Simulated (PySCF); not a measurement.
Species: C₈H₉O (doublet state).
Z-matrix (Å and degrees, GFN2-xTB geometry), rows numbered from 1:
```
C 
C   1  1.3820
C   2  1.3806  1  120.68
C   2  1.4760  1  119.63  3   178.75
C   4  1.3320  2  121.10  1    34.56
O   5  1.3635  4  125.95  2  -177.24
C   6  1.3642  5  115.69  4     6.69
C   7  1.3231  6  124.69  5    -7.21
C   8  1.5025  7  122.24  6    -2.02
H   1  1.0751  2  120.44  3     1.75
H   1  1.0732  2  122.07  3  -176.64
H   3  1.0751  2  120.41  1    -0.69
H   3  1.0731  2  122.41  1  -179.31
H   5  1.0796  4  123.32  2     2.85
H   7  1.0794  6  111.07  5   172.03
H   8  1.0777  7  120.03  6   179.06
H   9  1.0966  4  109.95  2    47.49
H   9  1.0986  4  110.43  2   -70.14
```

The hyperfine couplings belong to this conformer and change with its torsions.

Identity: `[CH2]C(=C)C1=COC=CC1` [radical].

The calculation used UKS B3LYP, pcH-1 on C H O, non-relativistic, mean-field spin-orbit, GIAO in PySCF. The structure is a single GFN2-xTB conformer in the gas phase; no vibrational or solvent corrections. Couplings are sensitive to structure, and on GFN2-xTB geometries they can be far from those on DFT ones. The frame is twisted about the C2–C4 bond at this geometry (dihedral C3–C2–C4–C9 = 33°); couplings at other torsion angles weren't computed. No stability test was run, so a lower SCF solution isn't excluded. ⟨S²⟩ is 0.782 where a pure state has 0.75.

Task: Break the g tensor into its mass correction, gauge correction and orbital-Zeeman/spin–orbit terms.

Result: 
```
                    Δg (ppm)     1     2     3
relativistic mass correction  -134  -134  -134
            gauge correction     2    27    36
   orbital Zeeman/spin–orbit   -32   593   620
                       total  -164   487   522
```

So g = 2.00216, 2.00281, 2.00284 and g_iso = 2.00260; the tensor is close to axial: the two nearest values differ by 5 % of g3 − g1. Axes: g3 points within 7° of the C1–H11 bond.

Task: Average each term over the three axes. Which is largest in size?

Result: The orbital-Zeeman/spin–orbit term 394, the mass correction -134 and the gauge correction 22 ppm, for a total of 282 ppm. The orbital-Zeeman/spin–orbit term is the largest in size. The mass correction is the same along every axis, so the anisotropy comes from the other two: their spans along these axes are 34 (gauge) and 652 ppm (orbital Zeeman/spin–orbit).

Task: What effective moment and Curie constant follow for a powder?

Result: With the mean of g² = 4.0104 and S(S+1) = 0.75: μ_eff = √(⟨g²⟩S(S+1)) = 1.734 μB and χT = 0.12505·⟨g²⟩·S(S+1) = 0.376 cm³ K/mol (cgs; spin-Hamiltonian part alone).

Task: In a frozen sample, at which fields do the three g values resonate at 9.5, 34, 94 and 263 GHz (hyperfine left aside), and which band first spreads them over more than twice a line width of 1.0 mT?

Result: 
| band | GHz | B(g3) mT | B(g2) mT | B(g1) mT | spread mT |
| --- | --- | --- | --- | --- | --- |
| X | 9.5 | 338.90 | 338.90 | 339.01 | 0.12 |
| Q | 34.0 | 1212.89 | 1212.91 | 1213.30 | 0.42 |
| W | 94.0 | 3353.28 | 3353.34 | 3354.43 | 1.15 |
| J | 263.0 | 9382.05 | 9382.21 | 9385.26 | 3.22 |

The spread grows in proportion to the frequency. J band is the first where it exceeds 2.0 mT.

The Mulliken spin populations are largest on C1 (+0.71), C3 (+0.68) and C2 (-0.26). The angles at C1 add up to 360.0°, so it is planar; its axial dipolar tensor and the negative couplings of its protons fit spin in a p orbital normal to that plane.

The HOMO–LUMO gaps are 4.93 eV among the α and 3.48 eV among the β orbitals.
